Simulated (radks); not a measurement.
Results of a calculation; reference values are marked as such.
The lithium anion Li-, [He] 2s2, held by a Watson sphere: a shell of charge +1 at radius R that stands for the Madelung well of a crystal (potential energy -1/R inside, -1/r outside, in hartree with lengths in bohr). Level of theory: scalar-relativistic Kohn-Sham, LDA (Slater exchange, Perdew-Wang correlation), spin-polarised, spherical densities, finite nucleus; Fermi nuclear charge, rms radius of each element as measured or else 0.836 A^(1/3) + 0.57 fm (a radial shooting solver on a logarithmic mesh with Libxc functionals). Response by self-consistent Sternheimer equations with the Hartree and adiabatic LDA kernel, the relativistic mass of each level held fixed and spin-orbit coupling left out. The sphere does not respond.

R (bohr)  e(1s) (eV)  e(2s) (eV)  <r> 2s (bohr)  sum of <r^2> (bohr^2)  X-ray form factor at sin(theta)/lambda = 0.2 1/angstrom  alpha (bohr^3)
1.71         -54.383      -4.690          3.142                  24.38                                                    1.773           80.93
2.07         -52.464      -4.553          3.249                  25.88                                                    1.747           88.29
2.32         -51.624      -4.442          3.333                  27.10                                                    1.732           94.93
3.02         -50.382      -4.090          3.590                  31.13                                                    1.705           119.6

Estimate the row for R = 3.58 bohr.

Answer. e(1s) (eV) -49.947; e(2s) (eV) -3.801; <r> 2s (bohr) 3.798; sum of <r^2> (bohr^2) 34.69; X-ray form factor at sin(theta)/lambda = 0.2 1/angstrom 1.699; alpha (bohr^3) 144.9.
